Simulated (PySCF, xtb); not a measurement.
C2H3Cl2FSi, SMILES C=C(Cl)[Si@@H](F)Cl. Other conformers were not sampled.

Harmonic wavenumbers (cm⁻¹) from xtb with GFN2-xTB at its own minimum, in rising order: 29, 90, 153, 178, 240, 331, 387, 512, 578, 633, 647, 687, 784, 816, 903, 1079, 1376, 1643, 2385, 3099, 3133.

Problem. What does PBE-D3(BJ)/def2-SVP in PySCF give at its own minimum? (The exact figures need the calculation; the answer reports its results.)

Solution. 50, 99, 162, 222, 271, 335, 419, 536, 587, 692, 758, 786, 806, 886, 893, 1073, 1331, 1614, 2234, 3075, 3182. Paired by order, the mean absolute difference is 41 cm⁻¹ and the zero-point energies are 28.1 and 28.6 kcal/mol.
